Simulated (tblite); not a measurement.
Species: C6H5ClF (doublet state).
SMILES with atom numbers: `[F:1][C:2]1=[CH:3][CH:4]=[CH:5][CH2:6][C:7]1[Cl:8]` (hydrogens: H9 on C3; H10 on C4; H11 on C5; H12, H13 on C6)

Computed geometry: GFN2-xTB, gas phase. This method treats the open shell by occupation alone, without spin polarisation.

Problem. What internal coordinates does the optimisation give?

Solution. 
```
          bond  length (Å)   order
         F1–C2       1.349  single
         C2=C3       1.396  double
         C3–C4       1.406  single
         C4=C5       1.353  double
         C5–C6       1.492  single
         C6–C7       1.492  single
        C7–Cl8       1.720  single
         C2–C7       1.365  single
         C3–H9       1.076  single
        C4–H10       1.080  single
        C5–H11       1.079  single
C6–H12, C6–H13       1.101  single
```

Bonds in one row agree within 0.01 Å and their mean is given. Orders are formal, as drawn. A selection of angles:
```
    angle  degrees
 F1–C2–C3    117.8
 F1–C2–C7    119.6
 C3–C2–C7    122.6
 C2–C3–C4    118.9
 C3–C4–C5    121.6
 C4–C5–C6    122.8
 C5–C6–C7    112.8
C6–C7–Cl8    117.1
 C2–C7–C6    121.4
C2–C7–Cl8    121.5
```

Dihedral angles: F1–C2–C3–C4 180° (antiperiplanar); C2–C3–C4–C5 0° (synperiplanar); C3–C4–C5–C6 0° (synperiplanar); C4–C5–C6–C7 0° (synperiplanar); C5–C6–C7–Cl8 180° (antiperiplanar); F1–C2–C7–C6 180° (antiperiplanar).

C3 (carbon bonded to 2 C and H) is planar (angles 121.8°, 119.3° and 118.9°, sum 360.0°, 0.00 Å off the plane of its three neighbours). The 6-membered ring C2–C3–C4–C5–C6–C7 has internal angles of 112.8° to 122.8°; it is planar, 0.00 Å rms from its mean plane, widest ring torsion 0°. C4 (carbon bonded to 2 C and H) is planar (angles 121.6°, 120.1° and 118.4°, sum 360.0°, 0.00 Å off the plane of its three neighbours). C7 (carbon bonded to 2 C and Cl) is planar (angles 121.5°, 121.4° and 117.1°, sum 360.0°, 0.00 Å off the plane of its three neighbours). The 8 heavy atoms lie in one plane (0.001 Å rms). C2 (carbon bonded to 2 C and F) is planar (angles 122.6°, 119.6° and 117.8°, sum 360.0°, 0.00 Å off the plane of its three neighbours). The 6 C–C bonds span 1.353 Å (C4=C5, drawn double in a drawing that doesn't fit all lengths) to 1.492 Å (C5–C6, drawn single in a drawing that doesn't fit all lengths), a spread of 0.139 Å.

Point group: Cs (every atom within 0.08 Å of its image). Its GFN2-xTB frequencies are all real (lowest 103 cm⁻¹).
